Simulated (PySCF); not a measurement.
Si(H)(F)(Cl)(Et) (C₂H₆ClFSi), SMILES CC[SiH](F)Cl. The structure is a stationary point at PBE0-D3(BJ)/def2-SVP. This is a generated structure with no PubChem entry under its InChIKey; it may be hypothetical. One conformer was computed; it need not be the lowest.

Computed equilibrium geometry at PBE0-D3(BJ)/def2-SVP (PySCF confirms it by a frequency run) as a Z-matrix (one conformer of several):
```
C
H 1 1.1045
H 1 1.1049 2 105.87
C 1 1.5268 2 111.10 3 -120.71
H 4 1.1002 1 111.38 2 58.27
H 4 1.1005 5 107.79 1 122.15
H 4 1.1005 5 107.71 6 115.64
Si 1 1.8568 2 107.17 3 113.80
F 8 1.6227 1 109.27 2 -176.79
H 8 1.4835 9 107.60 1 -124.76
Cl 8 2.0619 10 108.48 9 115.48
```
